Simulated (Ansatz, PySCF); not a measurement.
In(OH)(SiH3)2 (H₇InOSi₂), SMILES [OH][In]([SiH3])[SiH3]. Atoms are numbered in the order given.

```xyz
11

In     0.2271     0.2247     0.1358
O      1.7084     1.4496     0.7272
H      1.7407     2.2911     0.2588
Si     0.3223    -1.9643     1.4936
H      0.5828    -3.1235     0.5819
H     -0.9891    -2.2132     2.1722
H      1.3970    -1.9209     2.5301
Si    -1.3329     1.0876    -1.7418
H     -2.7375     1.1993    -1.2353
H     -1.3381     0.1335    -2.8956
H     -0.9123     2.4315    -2.2491
```
Charge 0, spin multiplicity 1.

Geometry optimised at PBE0-D3(BJ)/def2-SVP. The structure was generated by enumeration; whether it is a known compound was not checked. The def2 effective core potentials stand for the cores of In; spin–orbit coupling is left out. One conformer was computed; it need not be the lowest.

Two levels are set side by side: PBE-D3(BJ)/def2-SVP (Ansatz, a program for electronic structure) and PBE0-D3(BJ)/def2-SVP (Ansatz). Each level has its own optimised geometry; the coordinates shown are those of the second. Frequencies come from the Hessian of PySCF at each geometry. Differences are taken from unrounded values.

```json
[
 {"quantity": "mean bond length (Å)", "PBE0-D3(BJ)": "1.712", "PBE-D3(BJ)": "1.726", "PBE-D3(BJ) minus PBE0-D3(BJ)": "0.013"},
 {"quantity": "bond In1–O2 (Å)", "PBE0-D3(BJ)": "2.011", "PBE-D3(BJ)": "2.039", "PBE-D3(BJ) minus PBE0-D3(BJ)": "0.028"},
 {"quantity": "bond In1–Si4 (Å)", "PBE0-D3(BJ)": "2.578", "PBE-D3(BJ)": "2.593", "PBE-D3(BJ) minus PBE0-D3(BJ)": "0.015"},
 {"quantity": "bond In1–Si8 (Å)", "PBE0-D3(BJ)": "2.589", "PBE-D3(BJ)": "2.605", "PBE-D3(BJ) minus PBE0-D3(BJ)": "0.016"},
 {"quantity": "bond O2–H3 (Å)", "PBE0-D3(BJ)": "0.964", "PBE-D3(BJ)": "0.977", "PBE-D3(BJ) minus PBE0-D3(BJ)": "0.013"},
 {"quantity": "bond Si4–H5 (Å)", "PBE0-D3(BJ)": "1.498", "PBE-D3(BJ)": "1.508", "PBE-D3(BJ) minus PBE0-D3(BJ)": "0.010"},
 {"quantity": "bond Si4–H6 (Å)", "PBE0-D3(BJ)": "1.497", "PBE-D3(BJ)": "1.508", "PBE-D3(BJ) minus PBE0-D3(BJ)": "0.010"},
 {"quantity": "bond Si4–H7 (Å)", "PBE0-D3(BJ)": "1.494", "PBE-D3(BJ)": "1.504", "PBE-D3(BJ) minus PBE0-D3(BJ)": "0.010"},
 {"quantity": "bond Si8–H9 (Å)", "PBE0-D3(BJ)": "1.497", "PBE-D3(BJ)": "1.508", "PBE-D3(BJ) minus PBE0-D3(BJ)": "0.010"},
 {"quantity": "bond Si8–H10 (Å)", "PBE0-D3(BJ)": "1.497", "PBE-D3(BJ)": "1.508", "PBE-D3(BJ) minus PBE0-D3(BJ)": "0.010"},
 {"quantity": "bond Si8–H11 (Å)", "PBE0-D3(BJ)": "1.497", "PBE-D3(BJ)": "1.507", "PBE-D3(BJ) minus PBE0-D3(BJ)": "0.011"},
 {"quantity": "highest harmonic wavenumber (cm⁻¹)", "PBE0-D3(BJ)": "3899", "PBE-D3(BJ)": "3711", "PBE-D3(BJ) minus PBE0-D3(BJ)": "-187"},
 {"quantity": "mean harmonic wavenumber (cm⁻¹)", "PBE0-D3(BJ)": "999", "PBE-D3(BJ)": "964", "PBE-D3(BJ) minus PBE0-D3(BJ)": "-35"},
 {"quantity": "zero-point energy (kcal/mol)", "PBE0-D3(BJ)": "38.57", "PBE-D3(BJ)": "37.21", "PBE-D3(BJ) minus PBE0-D3(BJ)": "-1.36"}
]
```

GGA bonds tend to be longer and softer than those of functionals with exact exchange. Differences between two approximate levels are no errors against the true value.
